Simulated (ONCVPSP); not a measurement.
**Pseudopotential generation for titanium (Ti): ONCV, PBE, non-relativistic.**

Input for ONCVPSP 4.0.1:

```
# ATOM AND REFERENCE CONFIGURATION
# atsym  z   nc   nv     iexc    psfile
  Ti 22.00    3    3        4      upf
#
#   n    l    f
    1    0    2.00
    2    0    2.00
    2    1    6.00
    3    0    2.00
    3    1    6.00
    3    2    2.00
#
# PSEUDOPOTENTIAL AND OPTIMIZATION
# lmax
    2
#
#   l,   rc,      ep,       ncon, nbas, qcut
    0    1.10    0.00    4    9    4.60
    1    1.55    0.00    4    7    9.70
    2    1.55    0.00    3    7    8.10
#
# LOCAL POTENTIAL
# lloc, lpopt,  rc(5),   dvloc0
    4    5    1.05    1.00
#
# VANDERBILT-KLEINMAN-BYLANDER PROJECTORs
# l, nproj, debl
    0    2    3.80
    1    2    0.50
    2    1    1.90
#
# MODEL CORE CHARGE
# icmod, fcfact, rcfact
    1    0.55    0.00
#
# LOG DERIVATIVE ANALYSIS
# epsh1, epsh2, depsh
   -4.00    5.00    0.02
#
# OUTPUT GRID
# rlmax, drl
    6.00    0.01
#
# TEST CONFIGURATIONS
# ncnf
    4
# nvcnf
#   n    l    f
    4
    3    0    2.00
    3    1    6.00
    3    2    2.00
    4    0    2.00
#
    4
    3    0    2.00
    3    1    6.00
    3    2    2.00
    4    0    1.00
#
    3
    3    0    2.00
    3    1    6.00
    3    2    1.00
#
    4
    3    0    2.00
    3    1    6.00
    3    2    2.50
    4    0    1.50
#
```

Command:

```bash
oncvpspnr.x < Ti.dat > Ti.out
```

The program printed (shortened: citation, most of the input echo, consistency checks and plot data are left out):

```
ONCVPSP  (Optimized Norm-Conservinng Vanderbilt PSeudopotential)
scalar-relativistic version 4.0.1

#   n    l    f        energy (Ha)
    1    0    2.00    -1.7833611E+02
    2    0    2.00    -2.0092947E+01
    2    1    6.00    -1.6879505E+01
    3    0    2.00    -2.8545043E+00
    3    1    6.00    -2.0080051E+00
    3    2    2.00    -7.2781271E-01

Reference configufation results
  iterations    24
  all-electron total energy (Ha)   -8.48317940D+02

Begin loop to  construct optimized pseudo wave functions
and semi-local pseudopoentials for all angular momenta

   Wellstate for l =  0  n =  5
     eigenvalue =   0.9455
     asymptotic potential =   1.4455
     half-point radius =  2.7399

Calculating optimized projector #   1

 for l=   0

    Fraction of norm inside rc  0.640202
    Optimizing pswf for qcut=   4.59 a_B^-1,  ecut=  10.52 Ha
    Residual kinetic energy error=  5.72D-02 Ha

    Energy error per electron        Cutoff
         Ha          eV             Ha
         0.01000     0.27211       68.11
         0.00100     0.02721      186.85
         0.00010     0.00272      216.67
         0.00001     0.00027      328.47

Calculating optimized projector #   2

 for l=   0

    Fraction of norm inside rc  0.032797
    Optimizing pswf for qcut=   4.59 a_B^-1,  ecut=  10.52 Ha
    Residual kinetic energy error=  1.48D-02 Ha

    Energy error per electron        Cutoff
         Ha          eV             Ha
         0.01000     0.27211       12.67
         0.00100     0.02721       38.47
         0.00010     0.00272      120.73
         0.00001     0.00027      245.18

WARNING wellstate: negative energy specified for n= 4 l=  1
WARNING scattering state with energy  0.25000000
WARNING will be used for the first projector

   Wellstate for l =  1  n =  5
     eigenvalue =   0.2500
     asymptotic potential =   0.7500
     half-point radius =  4.7736

Calculating optimized projector #   1

 for l=   1

    Fraction of norm inside rc  0.861154
    Optimizing pswf for qcut=   9.71 a_B^-1,  ecut=  47.09 Ha
    Residual kinetic energy error=  2.69D-08 Ha

    Energy error per electron        Cutoff
         Ha          eV             Ha
         0.01000     0.27211       15.74
         0.00100     0.02721       21.00
         0.00010     0.00272       25.76
         0.00001     0.00027       30.30

Calculating optimized projector #   2

 for l=   1

    Fraction of norm inside rc  0.043623
    Optimizing pswf for qcut=   9.71 a_B^-1,  ecut=  47.09 Ha
    Residual kinetic energy error=  2.15D-08 Ha

    Energy error per electron        Cutoff
         Ha          eV             Ha
         0.01000     0.27211       11.79
         0.00100     0.02721       17.09
         0.00010     0.00272       21.72
         0.00001     0.00027       25.35

Calculating optimized projector #   1

 for l=   2

    Fraction of norm inside rc  0.647499
    Optimizing pswf for qcut=   8.09 a_B^-1,  ecut=  32.70 Ha
    Residual kinetic energy error=  1.15D-04 Ha

    Energy error per electron        Cutoff
         Ha          eV             Ha
         0.01000     0.27211       23.83
         0.00100     0.02721       28.66
         0.00010     0.00272       34.67
         0.00001     0.00027      106.80

Construct Vanderbilt / Kleinmman-Bylander projectors

B matrix Hermiticity error, ll=   0
   1   2   -1.0110E-07

  Orthonormal projector coefficients  1.9729E+01  7.5758E+00

B matrix Hermiticity error, ll=   1
   1   2   -4.5673E-09

  Orthonormal projector coefficients  3.6619E+00  5.6577E-01

Model core correction analysis
  based on d2Exc/dn_idn_j

d2excae - all-electron derivatives

   -4.046182D-02   -3.662865D-02   -2.468373D-02
   -3.674254D-02   -3.412313D-02   -2.338594D-02
   -2.510064D-02   -2.374030D-02   -1.800716D-02

d2excps - pseudofunction derivatives with no core correction

   -4.406933D-02   -3.781829D-02   -2.606483D-02
   -3.793304D-02   -3.590539D-02   -2.553286D-02
   -2.648176D-02   -2.588737D-02   -1.975704D-02

rms 2nd derivative error    1.975385E-03

Polynomial model core charge

d2excps - pseudofunction derivatives with core correction

   -3.695819D-02   -3.516362D-02   -2.573894D-02
   -3.527723D-02   -3.421997D-02   -2.531621D-02
   -2.615562D-02   -2.567050D-02   -1.995260D-02

rms 2nd derivative error    1.826990E-03

Pseudoatom total energy  -57.247489

Diagnostic tests using Vanderbilt-Kleinman-Bylander pseudopotentials
  1 or more projectors used as specified by nproj input data

   l    rcore       rmatch      e in        delta e   norm test  slope test

   0   1.1048531   1.1383988  -2.8545043   0.0000001   1.0000000   1.0000001
   0   1.1048531   1.1383988   0.9454957  -0.0000007   1.0000002   1.0000002

   1   1.5537797   1.6009558  -2.0080051   0.0000001   1.0000000   1.0000001
   1   1.5537797   1.6009558   0.2500000  -0.0000000   1.0000000   1.0000000

   2   1.5537797   1.6009558  -0.7278127  -0.0000646   0.9999870   0.9997996

 Testing for bound ghosts
   n   l    E NL Schr. Eq   E Basis Diag.   E Cutoff

   1   0       -2.854504       -2.853705    285.26

   2   1       -2.008005       -2.007974     92.45

   3   2       -0.727877       -0.724104     76.14

 Testing for highly-localized positive-energy ghosts
       l    <radius>/rc     E Basis Diag.   E Cutoff

       0        0.946763       14.544707    285.26  WARNING - GHOST(+)

Test configuration 0

   n   l     f        eae           eps        diff
   1   0  2.0000 -178.33611158
   2   0  2.0000  -20.09294743
   2   1  6.0000  -16.87950501
   3   0  2.0000   -2.85450427   -2.85450419    7.30D-08
   3   1  6.0000   -2.00800514   -2.00800507    6.90D-08
   3   2  2.0000   -0.72781271   -0.72787732   -6.46D-05

    Total energies and differences
      AE_ref= -8.48317940D+02  AE_tst= -8.48317940D+02  dif=  0.00D+00
      PS_ref= -5.72474894D+01  PS_tst= -5.72474894D+01  dif=  1.71D-13
      PSP excitation error= -1.71D-13

Test configuration 1

   n   l     f        eae           eps        diff
   1   0  2.0000 -177.74110700
   2   0  2.0000  -19.51043994
   2   1  6.0000  -16.29589160
   3   0  2.0000   -2.27129373   -2.26997460    1.32D-03
   3   1  6.0000   -1.42530767   -1.42463292    6.75D-04
   3   2  2.0000   -0.16227609   -0.16195535    3.21D-04
   4   0  2.0000   -0.16255489   -0.16257591   -2.10D-05

    Total energies and differences
      AE_ref= -8.48317940D+02  AE_tst= -8.49080889D+02  dif= -7.63D-01
      PS_ref= -5.72474894D+01  PS_tst= -5.80104344D+01  dif= -7.63D-01
      PSP excitation error= -3.57D-06

Test configuration 2

   n   l     f        eae           eps        diff
   1   0  2.0000 -178.01190280
   2   0  2.0000  -19.77596739
   2   1  6.0000  -16.56188899
   3   0  2.0000   -2.53830505   -2.53744692    8.58D-04
   3   1  6.0000   -1.69249077   -1.69202536    4.65D-04
   3   2  2.0000   -0.42299542   -0.42279829    1.97D-04
   4   0  1.0000   -0.37748456   -0.37747418    1.04D-05

    Total energies and differences
      AE_ref= -8.48317940D+02  AE_tst= -8.48813107D+02  dif= -4.95D-01
      PS_ref= -5.72474894D+01  PS_tst= -5.77426490D+01  dif= -4.95D-01
      PSP excitation error= -6.93D-06

Test configuration 3

   n   l     f        eae           eps        diff
   1   0  2.0000 -178.97345387
   2   0  2.0000  -20.76092236
   2   1  6.0000  -17.54485272
   3   0  2.0000   -3.46130731   -3.45734326    3.96D-03
   3   1  6.0000   -2.60308451   -2.59996013    3.12D-03
   3   2  1.0000   -1.28179286   -1.27585912    5.93D-03

    Total energies and differences
      AE_ref= -8.48317940D+02  AE_tst= -8.47321847D+02  dif=  9.96D-01
      PS_ref= -5.72474894D+01  PS_tst= -5.62535328D+01  dif=  9.94D-01
      PSP excitation error=  2.14D-03

Test configuration 4

   n   l     f        eae           eps        diff
   1   0  2.0000 -177.67064501
   2   0  2.0000  -19.42786208
   2   1  6.0000  -16.21445447
   3   0  2.0000   -2.19971531   -2.19893257    7.83D-04
   3   1  6.0000   -1.35688805   -1.35632215    5.66D-04
   3   2  2.5000   -0.10980114   -0.10981460   -1.35D-05
   4   0  1.5000   -0.14650390   -0.14644395    5.99D-05

    Total energies and differences
      AE_ref= -8.48317940D+02  AE_tst= -8.49071173D+02  dif= -7.53D-01
      PS_ref= -5.72474894D+01  PS_tst= -5.80006758D+01  dif= -7.53D-01
      PSP excitation error= -4.67D-05
```

oncvpspnr.x prints “scalar-relativistic version” in its banner although the run is non-relativistic.

The run took about 3.4 s on one core of a shared server CPU.
